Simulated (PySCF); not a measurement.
## [EuSF]− at several levels of theory

Computed with PySCF 2.14.0 (density fitting, no spin-orbit coupling) at the geometry relaxed with PBE0:

```xyz
3
[EuSF]− (singlet in the valence; each metal's 4f electrons, 7 of them, lie in its core potential, out of spins and levels)
Eu   -0.2173    0.0000   -0.2500
S     2.1629    0.0000    0.7963
F    -2.2086    0.0000    0.6648
```

```tsv
level	basis	state	HOMO (eV)	gap (eV)	charge on Eu1 (e)	population of f-type functions on Eu1 (polarisation alone where 4f lies in the core)	dipole about the centre of mass (D)	largest force component (eV/Å)
PBE0	Eu lcecp-0-SVP with ECP53, S def2-SVP, F def2-SVP	singlet	–	–	0.19	0.03	9.19	0.00
TPSSh	the same	singlet	–	–	0.17	0.03	9.04	0.14
PBE0	Eu lcecp-0-TZVP with ECP53, S def2-TZVP, F def2-TZVP	singlet	–	–	0.66	0.04	9.99	0.30
```

In the lcecp rows the 4f levels are missing from HOMO and gap, and the state counts the valence alone.

Charges are Mulliken's, which hang on the basis. The relaxation used the grid (50, 194), these runs (75, 302) or, all-electron (x2c bases, spin-free X2C Hamiltonian), (99, 590).

(1) What does CAM-B3LYP with Eu lcecp-0-SVP with ECP53, S def2-SVP, F def2-SVP give here?

An lcecp potential fixes the number of 4f electrons, so in runs with it no electron can move into or out of that shell.

Small gap, closed shell not tested for a spin-broken solution: TPSSh.

## Answers

(1) state singlet, charge on Eu1 (e) 0.17, population of f-type functions on Eu1 (polarisation alone where 4f lies in the core) 0.03, dipole about the centre of mass (D) 9.50, largest force component (eV/Å) 0.05. Time: 2.3 s on 2 threads of Arm Neoverse V2, with other jobs on the host, from an already converged density.
